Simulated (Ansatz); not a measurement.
Basis-set extrapolation for B₂O₂ (`O=BB=O`) (PBE0-D4/def2-TZVP geometry, frozen core, the Gaussian-basis code of Ansatz). Multiplicity 1, RHF reference.

|  | def2-TZVPP | def2-QZVPP |
| --- | --- | --- |
| HF | -199.263205 | -199.272648 |
| MP2 correlation | -0.638481 | -0.686671 |
| CCSD(T) correlation | -0.665800 | -0.710440 |

Energies in hartree. Use E(X) = E(∞) + A·exp(−7.88·√X) for Hartree–Fock and E(X) = E(∞) + B·X^(−2.97) for correlation, with X = 3 and 4.

Task: What is the CCSD(T) energy at the basis-set limit?

Result: HF limit: -199.272648 + (-0.009443) × 0.13774 = -199.27395. Correlation limit: -0.710440 + (-0.044640) × 0.74074 = -0.74351. Total: -200.01746 hartree, 232.2 kJ/mol below CCSD(T)/def2-TZVPP.
